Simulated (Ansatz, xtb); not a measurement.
**C5H7FN2O: which of two isomers lies lower**

Structure a is `COc1nc[nH]c1CF`, a singlet and structure b is `O[C@H](CF)n1cccn1`, a singlet. Both are isolated molecules in the gas phase, relaxed with B3LYP-D3(BJ)/def2-SVP; the shapes shown needn't be the lowest conformers.

a (Å):

```yaml
atoms:
  - { symbol: C, position_ang: [-3.5839, 0.9980, -1.2824] }
  - { symbol: C, position_ang: [-1.5365, 0.3194, -0.3523] }
  - { symbol: C, position_ang: [0.2185, 1.4999, -0.0649] }
  - { symbol: C, position_ang: [-0.6179, -0.5344, 0.2437] }
  - { symbol: C, position_ang: [-0.6883, -1.9674, 0.5877] }
  - { symbol: F, position_ang: [0.1180, -2.7510, -0.2419] }
  - { symbol: N, position_ang: [-1.0180, 1.5655, -0.5279] }
  - { symbol: N, position_ang: [0.5074, 0.2649, 0.4141] }
  - { symbol: O, position_ang: [-2.7885, -0.0204, -0.6969] }
  - { symbol: H, position_ang: [-3.7084, 1.8526, -0.5977] }
  - { symbol: H, position_ang: [-4.5596, 0.5419, -1.4951] }
  - { symbol: H, position_ang: [-3.1319, 1.3721, -2.2153] }
  - { symbol: H, position_ang: [0.9376, 2.3185, -0.0572] }
  - { symbol: H, position_ang: [1.3987, -0.0475, 0.7800] }
  - { symbol: H, position_ang: [-1.7320, -2.3024, 0.4858] }
  - { symbol: H, position_ang: [-0.3545, -2.1601, 1.6236] }
```

b (Å):

```yaml
atoms:
  - { symbol: C, position_ang: [1.1209, 1.1533, 0.6022] }
  - { symbol: C, position_ang: [0.7955, 1.9031, -0.6890] }
  - { symbol: C, position_ang: [2.8657, -0.5754, -0.1060] }
  - { symbol: C, position_ang: [2.7715, -1.9240, -0.4164] }
  - { symbol: C, position_ang: [1.4148, -2.2489, -0.1795] }
  - { symbol: F, position_ang: [1.9466, 2.0604, -1.4356] }
  - { symbol: N, position_ang: [1.6271, -0.1864, 0.2891] }
  - { symbol: N, position_ang: [0.7318, -1.1844, 0.2370] }
  - { symbol: O, position_ang: [-0.0011, 1.0499, 1.4067] }
  - { symbol: H, position_ang: [-0.3908, 0.1788, 1.1948] }
  - { symbol: H, position_ang: [1.9231, 1.6934, 1.1347] }
  - { symbol: H, position_ang: [0.0562, 1.3280, -1.2714] }
  - { symbol: H, position_ang: [0.3821, 2.8934, -0.4387] }
  - { symbol: H, position_ang: [3.6961, 0.1251, -0.1429] }
  - { symbol: H, position_ang: [3.5695, -2.5791, -0.7565] }
  - { symbol: H, position_ang: [0.9143, -3.2103, -0.2893] }
```

Task: Estimate E(b) − E(a) at the level CCSD(T)/def2-SVP + ΔMP2/def2-TZVPP.

Result: Calculated at CCSD(T)/def2-SVP + ΔMP2/def2-TZVPP: E(b) − E(a) = +15.1 kJ/mol, so structure a lies lower.

Level by level:

| level | geometry | E(b) − E(a) (kJ/mol) | departure from the last row (kJ/mol) | job, with rough time for the two |
| --- | --- | --- | --- | --- |
| B3LYP-D3(BJ)/def2-SVP | B3LYP-D3(BJ)/def2-SVP | +28.5 | +13.4 | optimisation, 2.3 min |
| HF/def2-SVP | B3LYP-D3(BJ)/def2-SVP | +39.1 | +24.0 | part of the CCSD(T) run |
| MP2/def2-SVP | B3LYP-D3(BJ)/def2-SVP | +14.1 | −1.0 | part of the CCSD(T) run |
| CCSD(T)/def2-SVP | B3LYP-D3(BJ)/def2-SVP | +18.4 | +3.3 | single point |
| CCSD(T)/def2-SVP + ΔMP2/def2-TZVPP | B3LYP-D3(BJ)/def2-SVP | +15.1 |  | single point, 3.4 min |

As drawn, b has 1 C–N, 1 C∷C, 1 N∷N, 1 O–H in place of 1 C–O, 2 C∷N, 1 N–H (∷ is an aromatic bond).

The levels shown agree on the order. The largest departure from CCSD(T)/def2-SVP + ΔMP2/def2-TZVPP is that of HF/def2-SVP, 24.0 kJ/mol. Levels run at GFN2-xTB geometries aren't shown. The last row adds to CCSD(T) the change of the MP2 difference between the two basis sets, here −3.3 kJ/mol.

With thermal terms from frequencies at re-optimised GFN2-xTB minima (ideal gas, soft modes damped towards free rotors, one conformer each, 298.15 K, 1 atm): the zero-point term adds +0.1 kJ/mol; ΔH is +13.9 and ΔG +17.0 kJ/mol.

The correlated steps freeze 9 core orbitals. Mirror images aren't counted in ΔG. Run with Ansatz 0.2.0, xtb 6.7.1; the last row on 4 threads of Arm Neoverse V1 on a shared host.
